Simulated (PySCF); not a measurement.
Fill in the blanks.

4-methylpyridine, C6H7N.
Bonds: C1–C2, C2–C3 (aromatic), C3–C4 (aromatic), C4–N5 (aromatic), N5–C6 (aromatic), C6–C7 (aromatic), C2–C7 (aromatic). Hydrogens: H8, H9, H10 on C1; H11 on C3; H12 on C4; H13 on C6; H14 on C7.

```json
{"property": "point group", "level": "PBE0-D3(BJ)/def2-SVP", "value": "Cs"}
{"property": "rotational constants A, B, C", "level": "PBE0-D3(BJ)/def2-SVP", "value": "5.874, 2.533, 1.790 GHz"}
{"property": "dipole moment", "level": "CAM-B3LYP/def2-SVPD", "value": "2.81 D"}
{"property": "HOMO energy", "level": "CAM-B3LYP/def2-SVPD", "value": "-8.77 eV"}
{"property": "LUMO energy", "level": "CAM-B3LYP/def2-SVPD", "value": "0.36 eV"}
{"property": "lowest singlet excitation", "level": "TDDFT CAM-B3LYP/def2-SVPD", "value": "5.15 eV (241 nm, f = 0.005)"}
{"property": "strongest line among the 10 lowest singlet transitions", "level": "TDDFT CAM-B3LYP/def2-SVPD", "value": "S6 at 7.22 eV (172 nm, f = 0.641)"}
{"property": "lowest triplet excitation (Tamm–Dancoff)", "level": "TDA CAM-B3LYP/def2-SVPD", "value": "?"}
{"property": "static isotropic polarisability", "level": "CAM-B3LYP/def2-SVPD", "value": "?"}
{"property": "vertical ionisation energy", "level": "ΔSCF CAM-B3LYP/def2-SVPD", "value": "9.45 eV"}
{"property": "electronic spatial extent ⟨r²⟩ about the centre of nuclear charge", "level": "CAM-B3LYP/def2-SVPD", "value": "694 bohr²"}
{"property": "13C chemical shifts (computed TMS as zero) by class", "level": "GIAO PBE0/pcSseg-1", "value": "?"}
{"property": "1H chemical shifts (computed TMS as zero) by class", "level": "GIAO PBE0/pcSseg-1", "value": "?"}
{"property": "isotropic shieldings of nuclei other than C and H, by class", "level": "GIAO PBE0/pcSseg-1", "value": "-89 (N5) ppm"}
{"property": "largest of the computed one-bond spin–spin couplings (means over like bonds)", "level": "B3LYP/pcJ-1, spin–dipole term left out for some pairs", "value": "13C–1H +185.4 (C4–H12 and 1 like it), 13C–1H +166.8 (C3–H11 and 1 like it), 13C–1H +133.7 (C1–H8 and 2 like it), 13C–13C +59.6 (C2–C3 and 1 like it), 13C–13C +59.5 (C3–C4 and 1 like it), 13C–13C +46.7 (C1–C2), 15N–13C +0.4 (N5–C4 and 1 like it) Hz"}
```

Electronic properties: PySCF, gas phase, density fitting. Isolated species at its PBE0-D3(BJ)/def2-SVP geometry, gas phase. NMR classes are plain means over equivalent atoms (diastereotopic ones count apart unless rotation or inversion swaps them), as if these changed places fast; in this geometry the members of some classes differ.

(1) The lowest triplet excitation (Tamm–Dancoff)?

(2) Give the static isotropic polarisability.

(3) The 1H chemical shifts (computed TMS as zero) by class?

(4) What are the 13C chemical shifts (computed TMS as zero) by class?

## Answers

(1) 4.22 eV.

(2) 74.8 au.

(3) 8.65 (H12/H13), 7.03 (H11/H14), 2.38 (H8/H9/H10) ppm.

(4) 155.8 (C4/C6), 151.1 (C2), 129.1 (C3/C7), 22.9 (C1) ppm.

No computed singlet falls in the visible range (750 to 380 nm, 1.65 to 3.26 eV); S1 lies 1.89 eV above its blue end. In atomic units the dipole is 1.11 e·bohr (1 au = 2.5417 D). The vertical singlet–triplet gap S1 − T1 is 0.93 eV (TDDFT singlet less Tamm–Dancoff triplet). The principal polarisabilities are 48.1, 84.5 and 91.8 au; their mean is the isotropic value. In wavenumbers S1 is 41500 cm⁻¹ (1 eV = 8065.54 cm⁻¹). With B = h/(8π²I), that is 505.379 GHz u Å² over I, the principal moments of inertia are 86.0, 199.5 and 282.4 u Å² (most abundant isotopes).
